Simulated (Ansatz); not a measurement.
Breaking the Mg1–H2 bond in BrHMg (SMILES [MgH][Br]) (multiplicity 1 held, fragments rigid). Energies count from the point at 1.681 Å.
Geometry at that point (charge 0, multiplicity 1):
```xyz
3

Mg     0.000     0.000    -1.677
H      0.000     0.000    -3.358
Br     0.000     0.000     0.671
```

Signs of static correlation in def2-TZVPPD, with CASSCF(2,2), from Ansatz (an electronic-structure program) runs.

```csv
R (Å),T1 of restricted CCSD,⟨S²⟩ of UHF,largest double amplitude of restricted CCSD,weight of the CASSCF reference in MRCISD,CASSCF natural occupations
1.345,0.007,0.000,0.024,0.920,1.97 0.03
1.513,0.007,0.000,0.024,0.920,1.97 0.03
1.681,0.007,0.000,0.025,0.920,1.97 0.03
1.849,0.008,0.000,0.035,0.920,1.96 0.04
2.017,0.009,0.000,0.049,0.920,1.94 0.06
2.269,0.012,0.000,0.081,0.921,1.91 0.09
2.522,0.017,0.377,0.127,0.921,1.87 0.13
2.942,0.030,0.758,0.235,0.923,1.75 0.25
3.362,0.051,0.907,…,0.923,1.58 0.42
3.866,0.080,0.971,…,0.924,1.37 0.63
4.539,0.109,0.995,0.834,0.925,1.17 0.83
5.379,0.122,1.000,0.999,0.925,1.06 0.94
```

### Question
Complete the blanks.

### Answer

- 3.362, largest double amplitude of restricted CCSD: 0.382
- 3.866, largest double amplitude of restricted CCSD: 0.590

Doubts at one or more of the structures used: a restricted determinant that unrestricted orbitals would lower (R-CCSD(T)/def2-TZVPPD); T1 above 0.05 (R-CCSD(T)/def2-TZVPPD, U-CCSD(T)/def2-TZVPPD); other coupled-cluster roots lie near (R-CCSD(T)/def2-TZVPPD); a spin-contaminated determinant (U-CCSD(T)/def2-TZVPPD).
